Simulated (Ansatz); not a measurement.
## Molecular dynamics of Cl₂H₂Sn

Input:

```yaml
crystal:
  periodic: [false, false, false]
  atoms:
    - { symbol: Sn, position_ang: [-0.021857, 0.038631, 0.031931] }
    - { symbol: H, position_ang: [0.037864, -0.065186, 1.718412] }
    - { symbol: Cl, position_ang: [2.177485, -0.010638, -0.775436] }
    - { symbol: H, position_ang: [-0.796775, 1.380985, -0.643457] }
    - { symbol: Cl, position_ang: [-1.078717, -1.890592, -0.775851] }
basis:
  gaussian: { orbitals: def2-SVP }
hamiltonian:
  xc: hf
md:
  timestep: 0.5
  n_steps: 100
  ensemble: nve
  temperature: 1000.0
  initial_velocities: maxwell_boltzmann
  seed: 870521
```

Run as:

```bash
$ ansatz run input.yaml --threads 1 --pin off --max-ram 2048MiB --backend cpu --events-out ev --progress --plain --runs-dir out
```

It starts from a relaxed structure.

Output, in part (one step line in 2, the closing report, with atoms numbered from 0):

```
md step     0: t =     0.00 fs  T =  1000.0 K  F+E_penalty+E_count = -30838.59619100 eV  E_kin = 0.387780 eV  conserved = -30838.20841100 eV  (26 SCF iters)
md step     2: t =     1.00 fs  T =   916.9 K  F+E_penalty+E_count = -30838.56390228 eV  E_kin = 0.355567 eV  conserved = -30838.20833544 eV  (25 SCF iters)
md step     4: t =     2.00 fs  T =   711.5 K  F+E_penalty+E_count = -30838.48336207 eV  E_kin = 0.275918 eV  conserved = -30838.20744439 eV  (25 SCF iters)
md step     6: t =     3.00 fs  T =   528.1 K  F+E_penalty+E_count = -30838.41119009 eV  E_kin = 0.204798 eV  conserved = -30838.20639246 eV  (26 SCF iters)
md step     8: t =     4.00 fs  T =   521.4 K  F+E_penalty+E_count = -30838.40857723 eV  E_kin = 0.202175 eV  conserved = -30838.20640190 eV  (26 SCF iters)
md step    10: t =     5.00 fs  T =   690.0 K  F+E_penalty+E_count = -30838.47501286 eV  E_kin = 0.267558 eV  conserved = -30838.20745494 eV  (26 SCF iters)
md step    12: t =     6.00 fs  T =   879.1 K  F+E_penalty+E_count = -30838.54921446 eV  E_kin = 0.340890 eV  conserved = -30838.20832444 eV  (25 SCF iters)
md step    14: t =     7.00 fs  T =   947.2 K  F+E_penalty+E_count = -30838.57568690 eV  E_kin = 0.367305 eV  conserved = -30838.20838199 eV  (25 SCF iters)
md step    16: t =     8.00 fs  T =   868.0 K  F+E_penalty+E_count = -30838.54449398 eV  E_kin = 0.336580 eV  conserved = -30838.20791385 eV  (25 SCF iters)
md step    18: t =     9.00 fs  T =   701.6 K  F+E_penalty+E_count = -30838.47943041 eV  E_kin = 0.272068 eV  conserved = -30838.20736279 eV  (33 SCF iters)
md step    20: t =    10.00 fs  T =   530.1 K  F+E_penalty+E_count = -30838.41252953 eV  E_kin = 0.205574 eV  conserved = -30838.20695530 eV  (33 SCF iters)
md step    22: t =    11.00 fs  T =   418.1 K  F+E_penalty+E_count = -30838.36888390 eV  E_kin = 0.162138 eV  conserved = -30838.20674570 eV  (33 SCF iters)
md step    24: t =    12.00 fs  T =   399.9 K  F+E_penalty+E_count = -30838.36180483 eV  E_kin = 0.155074 eV  conserved = -30838.20673112 eV  (33 SCF iters)
md step    26: t =    13.00 fs  T =   477.9 K  F+E_penalty+E_count = -30838.39222266 eV  E_kin = 0.185311 eV  conserved = -30838.20691119 eV  (32 SCF iters)
md step    28: t =    14.00 fs  T =   622.5 K  F+E_penalty+E_count = -30838.44866715 eV  E_kin = 0.241376 eV  conserved = -30838.20729090 eV  (33 SCF iters)
md step    30: t =    15.00 fs  T =   773.1 K  F+E_penalty+E_count = -30838.50762888 eV  E_kin = 0.299799 eV  conserved = -30838.20782941 eV  (25 SCF iters)
md step    32: t =    16.00 fs  T =   848.8 K  F+E_penalty+E_count = -30838.53749224 eV  E_kin = 0.329161 eV  conserved = -30838.20833147 eV  (25 SCF iters)
md step    34: t =    17.00 fs  T =   782.9 K  F+E_penalty+E_count = -30838.51196839 eV  E_kin = 0.303591 eV  conserved = -30838.20837740 eV  (25 SCF iters)
md step    36: t =    18.00 fs  T =   585.9 K  F+E_penalty+E_count = -30838.43479982 eV  E_kin = 0.227186 eV  conserved = -30838.20761372 eV  (25 SCF iters)
md step    38: t =    19.00 fs  T =   385.8 K  F+E_penalty+E_count = -30838.35609493 eV  E_kin = 0.149590 eV  conserved = -30838.20650469 eV  (26 SCF iters)
md step    40: t =    20.00 fs  T =   347.7 K  F+E_penalty+E_count = -30838.34111147 eV  E_kin = 0.134824 eV  conserved = -30838.20628789 eV  (20 SCF iters)
md step    42: t =    21.00 fs  T =   502.7 K  F+E_penalty+E_count = -30838.40219442 eV  E_kin = 0.194952 eV  conserved = -30838.20724282 eV  (26 SCF iters)
md step    44: t =    22.00 fs  T =   711.3 K  F+E_penalty+E_count = -30838.48404827 eV  E_kin = 0.275821 eV  conserved = -30838.20822755 eV  (26 SCF iters)
md step    46: t =    23.00 fs  T =   816.9 K  F+E_penalty+E_count = -30838.52519627 eV  E_kin = 0.316768 eV  conserved = -30838.20842813 eV  (25 SCF iters)
md step    48: t =    24.00 fs  T =   771.3 K  F+E_penalty+E_count = -30838.50712334 eV  E_kin = 0.299102 eV  conserved = -30838.20802099 eV  (26 SCF iters)
md step    50: t =    25.00 fs  T =   623.7 K  F+E_penalty+E_count = -30838.44933372 eV  E_kin = 0.241870 eV  conserved = -30838.20746343 eV  (33 SCF iters)
md step    52: t =    26.00 fs  T =   455.7 K  F+E_penalty+E_count = -30838.38374373 eV  E_kin = 0.176721 eV  conserved = -30838.20702281 eV  (33 SCF iters)
md step    54: t =    27.00 fs  T =   336.5 K  F+E_penalty+E_count = -30838.33726791 eV  E_kin = 0.130493 eV  conserved = -30838.20677520 eV  (33 SCF iters)
md step    56: t =    28.00 fs  T =   306.5 K  F+E_penalty+E_count = -30838.32556806 eV  E_kin = 0.118846 eV  conserved = -30838.20672223 eV  (26 SCF iters)
md step    58: t =    29.00 fs  T =   374.4 K  F+E_penalty+E_count = -30838.35204471 eV  E_kin = 0.145183 eV  conserved = -30838.20686122 eV  (33 SCF iters)
md step    60: t =    30.00 fs  T =   517.3 K  F+E_penalty+E_count = -30838.40780282 eV  E_kin = 0.200603 eV  conserved = -30838.20719978 eV  (32 SCF iters)
md step    62: t =    31.00 fs  T =   680.8 K  F+E_penalty+E_count = -30838.47171446 eV  E_kin = 0.263999 eV  conserved = -30838.20771538 eV  (26 SCF iters)
md step    64: t =    32.00 fs  T =   786.0 K  F+E_penalty+E_count = -30838.51304308 eV  E_kin = 0.304784 eV  conserved = -30838.20825867 eV  (25 SCF iters)
md step    66: t =    33.00 fs  T =   757.6 K  F+E_penalty+E_count = -30838.50225154 eV  E_kin = 0.293800 eV  conserved = -30838.20845114 eV  (25 SCF iters)
md step    68: t =    34.00 fs  T =   583.2 K  F+E_penalty+E_count = -30838.43400718 eV  E_kin = 0.226144 eV  conserved = -30838.20786358 eV  (25 SCF iters)
md step    70: t =    35.00 fs  T =   366.7 K  F+E_penalty+E_count = -30838.34890706 eV  E_kin = 0.142185 eV  conserved = -30838.20672232 eV  (26 SCF iters)
md step    72: t =    36.00 fs  T =   280.8 K  F+E_penalty+E_count = -30838.31510989 eV  E_kin = 0.108895 eV  conserved = -30838.20621529 eV  (27 SCF iters)
md step    74: t =    37.00 fs  T =   398.6 K  F+E_penalty+E_count = -30838.36154187 eV  E_kin = 0.154554 eV  conserved = -30838.20698742 eV  (26 SCF iters)
md step    76: t =    38.00 fs  T =   608.1 K  F+E_penalty+E_count = -30838.44387167 eV  E_kin = 0.235791 eV  conserved = -30838.20808057 eV  (26 SCF iters)
md step    78: t =    39.00 fs  T =   740.2 K  F+E_penalty+E_count = -30838.49548843 eV  E_kin = 0.287023 eV  conserved = -30838.20846533 eV  (26 SCF iters)
md step    80: t =    40.00 fs  T =   719.6 K  F+E_penalty+E_count = -30838.48718241 eV  E_kin = 0.279037 eV  conserved = -30838.20814567 eV  (26 SCF iters)
md step    82: t =    41.00 fs  T =   580.1 K  F+E_penalty+E_count = -30838.43251674 eV  E_kin = 0.224933 eV  conserved = -30838.20758344 eV  (26 SCF iters)
md step    84: t =    42.00 fs  T =   402.0 K  F+E_penalty+E_count = -30838.36300462 eV  E_kin = 0.155903 eV  conserved = -30838.20710159 eV  (32 SCF iters)
md step    86: t =    43.00 fs  T =   260.4 K  F+E_penalty+E_count = -30838.30778152 eV  E_kin = 0.100973 eV  conserved = -30838.20680880 eV  (33 SCF iters)
md step    88: t =    44.00 fs  T =   202.6 K  F+E_penalty+E_count = -30838.28526910 eV  E_kin = 0.078554 eV  conserved = -30838.20671555 eV  (33 SCF iters)
md step    90: t =    45.00 fs  T =   244.0 K  F+E_penalty+E_count = -30838.30143731 eV  E_kin = 0.094619 eV  conserved = -30838.20681848 eV  (32 SCF iters)
md step    92: t =    46.00 fs  T =   367.6 K  F+E_penalty+E_count = -30838.34968393 eV  E_kin = 0.142559 eV  conserved = -30838.20712499 eV  (33 SCF iters)
md step    94: t =    47.00 fs  T =   523.9 K  F+E_penalty+E_count = -30838.41078126 eV  E_kin = 0.203159 eV  conserved = -30838.20762247 eV  (26 SCF iters)
md step    96: t =    48.00 fs  T =   636.0 K  F+E_penalty+E_count = -30838.45479983 eV  E_kin = 0.246612 eV  conserved = -30838.20818817 eV  (25 SCF iters)
md step    98: t =    49.00 fs  T =   623.8 K  F+E_penalty+E_count = -30838.45035339 eV  E_kin = 0.241881 eV  conserved = -30838.20847275 eV  (25 SCF iters)
md step   100: t =    50.00 fs  T =   459.8 K  F+E_penalty+E_count = -30838.38632484 eV  E_kin = 0.178314 eV  conserved = -30838.20801082 eV  (26 SCF iters)
Total energy: -30838.38632484 eV, -1133.2897944287 hartree
Atom 0 at     0.006012    -0.024412    -0.023494 Å, force     1.126870    -0.941631     1.219751 eV/Å
Atom 1 at     0.205949    -0.251212     1.648546 Å, force    -0.147748     0.067979    -0.068168 eV/Å
Atom 2 at     2.278910     0.183341    -0.683314 Å, force    -0.430635    -0.283595    -0.229626 eV/Å
Atom 3 at    -0.754259     1.276263    -0.575593 Å, force    -0.757778     1.317137    -0.632172 eV/Å
Atom 4 at    -1.279452    -1.865195    -0.682315 Å, force     0.209291    -0.159890    -0.289785 eV/Å
Dipole moment:    -0.271018     0.359502     0.224678 e Å
```

The run went to its last step. The conserved energy stayed within 0.44 meV per atom of its start (net change 0.08 meV per atom), so the integration is sound. A run of 0.05 ps of so small a system gives no equilibrium averages.

The same pairs are bonded in the first frame and the last. Pairs count as bonded within 1.25 times the sum of covalent radii (0.12 Å more for H–H).

Last frame:

```xyz
5
Properties=species:S:1:pos:R:3
Sn 0.006 -0.024 -0.024
H 0.206 -0.251 1.649
Cl 2.279 0.183 -0.683
H -0.754 1.276 -0.576
Cl -1.280 -1.865 -0.682
```

Run time: 2.1 min on 1 thread of Arm Neoverse V2, on a shared host, peak memory 0.14 GiB.
